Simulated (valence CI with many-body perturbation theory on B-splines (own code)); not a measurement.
## Si8+: calculated level list

Method: valence CI with perturbative core correlation (CI+MBPT): four valence electrons over a frozen Dirac-Fock core [He], a basis of 11 s, 11 p, 10 d, 8 f, 5 g, 2 h functions for each j, with the one-electron correlation potential Σ1, the two-electron term Σ2, the three-electron term Σ3, Breit, model QED; selected CI, second order for the rest, scaled by the run's own slope (own B-spline code, finite nucleus).

No measured levels were compared; by estimate levels of excited configurations hold to 0.05 to 0.15 % of their energy, terms of the ground configuration to about 0.5 %. Among the levels kept, up to 1500 cm⁻¹ of a level comes from second order outside the variational space, and about a tenth of that is noise between levels of different J, which matters for small intervals.

Levels 46 to 90 of 192, with energies above the lowest level, 2s2 2p2 3P_0. "Leading %" is the weight of the configuration and term that name the level; weights of strongly mixed levels are sums over their largest components and can fall short. Lifetimes count E1, E2, E3, M1 and M2 decay at the calculated energies, and are blank where another channel may lead or the interval is too uncertain; long ones can be off by a factor of two.

```tsv
No.	Configuration	Term	J	E (cm⁻¹)	Leading %	Lifetime	Second component
46	2s2 2p 3d	3P°	1	1816800	88	1.55 ps	6 % 2s2 2p 3d 3D°
47	2s2 2p 3d	3P°	0	1817400	95	1.63 ps	
48	2s 2p2 3s	3P	0	1826500	91	6.95 ps	7 % 2s2 2p 3p 3P
49	2s 2p2 3s	3P	1	1828400	91	6.92 ps	7 % 2s2 2p 3p 3P
50	2s 2p2 3s	3P	2	1831900	91	6.88 ps	7 % 2s2 2p 3p 3P
51	2s2 2p 3d	1F°	3	1837900	94	766 fs	
52	2s2 2p 3d	1P°	1	1838600	94	1.24 ps	
53	2s 2p2 3p	3S°	1	1858200	95	3.88 ps	
54	2s 2p2 3p	5D°	0	1863900	99	1.48 ns	
55	2s 2p2 3p	5D°	1	1864600	98	879 ps	
56	2s 2p2 3p	5D°	2	1865900	98	1.76 ns	
57	2s 2p2 3p	5D°	3	1868000	98	1.90 ns	
58	2s 2p2 3p	5D°	4	1870800	99	1.87 ns	
59	2s 2p2 3p	5P°	1	1874700	98	289 ps	
60	2s 2p2 3p	5P°	2	1875800	98	899 ps	
61	2s 2p2 3p	5P°	3	1877900	98	518 ps	
62	2s 2p2 3p	3D°	1	1894200	98	4.49 ps	
63	2s 2p2 3p	3D°	2	1896000	98	4.47 ps	
64	2s 2p2 3p	3D°	3	1898700	98	4.46 ps	
65	2s 2p2 3p	5S°	2	1903200	98	437 ps	
66	2s 2p2 3p	3P°	0	1909800	98	4.44 ps	
67	2s 2p2 3p	3P°	1	1910600	98	4.42 ps	
68	2s 2p2 3p	3P°	2	1911800	98	4.40 ps	
69	2s 2p2 3s	3D	1	1916800	97	5.63 ps	
70	2s 2p2 3s	3D	3	1916800	97	5.59 ps	
71	2s 2p2 3s	3D	2	1916800	97	5.62 ps	
72	2s 2p2 3s	1D	2	1942800	97	13.1 ps	
73	2s 2p2 3d	5F	1	1945900	99	1.39 ns	
74	2s 2p2 3d	5F	2	1946600	98	1.08 ns	
75	2s 2p2 3d	5F	3	1947700	98	904 ps	
76	2s 2p2 3d	5F	4	1949200	98	1.30 ns	
77	2s 2p2 3d	5F	5	1951200	99	2.22 ns	
78	2s 2p2 3d	5D	0	1959700	99	366 ps	
79	2s 2p2 3d	5D	1	1959800	98	77.3 ps	
80	2s 2p2 3d	5D	2	1960000	95	32.4 ps	
81	2s 2p2 3d	5D	3	1960500	94	21.5 ps	
82	2s 2p2 3d	5D	4	1961700	98	1.34 ns	
83	2s 2p2 3d	5P	3	1971200	94	862 fs	
84	2s 2p2 3d	5P	2	1972500	83	927 fs	12 % 2s 2p2 3d 3P
85	2s 2p2 3d	5P	1	1973400	96	838 fs	
86	2s 2p2 3d	3P	2	1973500	85	2.05 ps	12 % 2s 2p2 3d 5P
87	2s 2p2 3d	3P	1	1975800	96	2.50 ps	
88	2s 2p2 3d	3P	0	1977000	97	2.53 ps	
89	2s 2p2 3d	3F	2	1985000	99	2.46 ps	
90	2s 2p2 3d	3F	3	1987000	99	2.44 ps
```
